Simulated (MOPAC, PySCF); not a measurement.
[Ti(H)4], neutral singlet in the gas phase. 

Z-matrix (Å, degrees):
```
Ti
H 1 1.6986
H 1 1.6986 2 109.47
H 1 1.6986 2 109.48 3 120.00
H 1 1.6986 2 109.47 3 -120.00
```
Charge 0, spin multiplicity 1.

All levels are single points at this geometry (TPSS-D3(BJ)/def2-SVP); Pople sets use spherical d functions. Orbital energies aren't observables, and empty levels follow the basis.

B3LYP/LANL2DZ in PySCF gives gap (eV) = 5.35.

Task: Estimate the gap (eV) from each of these levels: TPSSh-D3(BJ)/def2-TZVP in PySCF; B3LYP/3-21G in PySCF; B3LYP/6-311+G** (LANL2DZ on Ti) in PySCF; B3LYP/6-31G* (LANL2DZ on Ti) in PySCF; BP86/6-31G* (LANL2DZ on Ti) in PySCF; HF/6-31G* (LANL2DZ on Ti) in PySCF; PM6 in MOPAC; PM7 in MOPAC.

Result: 
```tsv
level	gap (eV)
TPSSh-D3(BJ)/def2-TZVP in PySCF	4.64
B3LYP/3-21G in PySCF	5.91
B3LYP/6-311+G** (LANL2DZ on Ti) in PySCF	5.34
B3LYP/6-31G* (LANL2DZ on Ti) in PySCF	5.35
BP86/6-31G* (LANL2DZ on Ti) in PySCF	3.17
HF/6-31G* (LANL2DZ on Ti) in PySCF	12.63
PM6 in MOPAC	5.43
PM7 in MOPAC	8.39
```
